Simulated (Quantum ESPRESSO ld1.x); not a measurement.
Task: All-electron atom: Ne II in [He] 2s2 2p5. All-electron calculation, Dirac Kohn-Sham, PW91, spin-unpolarised, spherical densities, point nucleus; open shells fill j = l - 1/2 first. Program: ld1.x of Quantum ESPRESSO 7.5. Some entries of the table are withheld. Estimate them.

orbital  occ.  eigenvalue (eV)  r(max) (bohr)  <r> (bohr)
1s1/2       2              (1)            (2)      0.1579
2s1/2       2              (3)          0.671      0.8639
2p1/2       2          -32.472          0.600         (4)
2p3/2       3          -32.353          0.605         (5)

Result: 
(1) 1s1/2 eigenvalue (eV): -853.896
(2) 1s1/2 r(max) (bohr): 0.102
(3) 2s1/2 eigenvalue (eV): -55.708
(4) 2p1/2 <r> (bohr): 0.8814
(5) 2p3/2 <r> (bohr): 0.8835
